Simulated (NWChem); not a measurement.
Molecule: C₃H₃NOSi; SMILES N#CC1=CO[SiH2]1

```xyz
9

N      0.1408    -3.0104     0.0000
C      0.0113    -1.8553     0.0000
C     -0.1047    -0.4553     0.0000
C     -1.2028     0.3534     0.0000
O     -0.8444     1.6552     0.0000
Si     0.8340     1.1450     0.0000
H     -2.2737     0.1154     0.0000
H      1.5389     1.5831    -1.2303
H      1.5389     1.5831     1.2303
```
Atoms are numbered in this order, from 1.

The geometry was optimised at PBE0/def2-SVP.

Q: Give the principal values of the shielding tensors (ppm) of N1, C2, C3, C4, O5 from Hartree-Fock/6-31G* (spherical d), GIAO (NWChem), with their diamagnetic and paramagnetic parts as GIAO splits them.

A: 
```csv
atom,σ11,σ22,σ33,isotropic,diamagnetic,paramagnetic
N1,-178.8,-128.4,219.3,-29.3,340.6,-370.0
C2,-15.1,-13.1,316.1,96.0,254.6,-158.7
C3,23.2,160.1,174.2,119.2,254.2,-135.0
C4,-118.0,56.7,118.8,19.1,252.7,-233.5
O5,120.9,237.8,327.7,228.8,393.8,-165.0
```
